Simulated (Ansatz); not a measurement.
Geometry optimisation, Ansatz 0.2.0, RKS PBE/def2-SVP.

Input:

```yaml
crystal:
  periodic: [false, false, false]
  atoms:
    - { symbol: Ge, position_ang: [0.0, 0.0, 0.0] }
    - { symbol: Ge, position_ang: [0.0, 0.0, 2.75] }
    - { symbol: H, position_ang: [-1.3958, -0.4318, 3.2674] }
    - { symbol: H, position_ang: [1.0719, -0.9929, 3.2674] }
    - { symbol: H, position_ang: [0.324, 1.4247, 3.2674] }
    - { symbol: O, position_ang: [1.6691, 0.0, -0.5894] }
    - { symbol: H, position_ang: [1.9855, -0.9521, -0.7061] }
    - { symbol: H, position_ang: [-0.73, 1.2648, -0.5162] }
    - { symbol: H, position_ang: [-0.73, -1.2648, -0.5162] }
    - { symbol: Si, position_ang: [1.3688, 2.0643, 0.823] }
    - { symbol: H, position_ang: [2.4919, 1.6107, 1.6383] }
    - { symbol: H, position_ang: [1.8729, 2.8056, -0.3293] }
    - { symbol: H, position_ang: [0.5084, 2.9328, 1.6211] }
    - { symbol: H, position_ang: [0.8509, 1.2833, 2.1219] }
basis:
  gaussian: { orbitals: def2-SVP }
hamiltonian:
  xc: pbe
relax:
  f_tol: 0.15
  max_steps: 25
  restrain:
    - { distance: [0, 9], at: 3.51, k: 30.0 }
    - { distance: [13, 1], at: 2.75, k: 30.0 }
    - { distance: [0, 1], at: 2.4, k: 30.0 }
    - { distance: [13, 9], at: 1.46, k: 30.0 }
```

Launched with:

```bash
$ ansatz run input.yaml --threads 4 --pin off --max-ram 5120MiB --backend cpu --events-out ev --progress --plain --runs-dir out
```

Where does it end, and by what steps?

The run converged. The restraints hold the end off the free minimum; the threshold counts their pulls, which the force column leaves out. Restrained pairs: Ge1–Si10 (2.61 → 3.52 Å), Ge2–H14 (1.66 → 2.75 Å), Ge1–Ge2 (2.75 → 2.41 Å), Si10–H14 (1.60 → 1.48 Å). After 21 steps the energy has fallen by 5.196 eV (the restraints' own energy left out); H13 moved furthest, 1.79 Å.

```tsv
step	energy less start (eV)	largest force component (eV/Å)	accepted
0	0.0000	2.854	yes
1	-0.6210	2.355	yes
2	-0.4071	3.562	yes
3	-0.9360	3.046	yes
4	-2.4855	2.377	yes
5	-3.5460	1.493	yes
6	-4.2891	0.988	yes
7	-4.7534	0.933	yes
8	-4.9456	0.905	yes
9	-5.0272	0.902	yes
10	-5.0779	0.758	yes
11	-5.0960	0.613	yes
12	-5.1160	0.566	yes
13	-5.1283	0.625	yes
14	-5.1411	0.644	yes
15	-5.1727	0.536	yes
16	-5.1555	1.025	no
17	-5.1825	0.527	yes
18	-5.1889	0.528	yes
19	-5.1881	0.533	no
20	-5.1932	0.518	yes
21	-5.1959	0.518	yes
```

```xyz
14
Properties=species:S:1:pos:R:3
Ge -0.232 -0.198 0.242
Ge -0.390 -0.453 2.635
H -1.417 -1.568 2.992
H 0.997 -0.893 3.186
H -0.818 0.850 3.357
O 1.492 0.052 -0.296
H 2.079 -0.610 0.116
H -0.959 1.054 -0.305
H -0.772 -1.469 -0.488
Si 1.858 2.557 0.908
H 3.221 1.930 0.904
H 1.307 2.764 -0.469
H 1.999 3.921 1.544
H 0.925 1.808 1.774
```

Run time: 41 s on 4 threads of Arm Neoverse V2 (shared host), peak memory 0.23 GiB.
